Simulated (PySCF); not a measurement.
A structure optimised at PBE-D3(BJ)/def2-SVP, used in a PySCF frequency run:

```xyz
11

B      0.0000    -1.2838    -0.8165
N      0.0000     0.0000    -1.3751
B      0.0000     1.2838    -0.8165
N      0.0000     1.2335     0.6366
B      0.0000     0.0000     1.3733
N      0.0000    -1.2335     0.6366
H      0.0000    -2.3307    -1.4352
H      0.0000     2.3307    -1.4352
H      0.0000     2.1190     1.1464
H      0.0000     0.0000     2.5902
H      0.0000    -2.1190     1.1464
```
Charge 0, spin multiplicity 2.

**Question.** Write its SMILES, formula and point group.

**Answer.** B1[N]BNBN1, B3H5N3, C2v

**Question.** What are its rotational constants (standard atomic weights)?

**Answer.** 5.8667, 5.1434, 2.7406 GHz
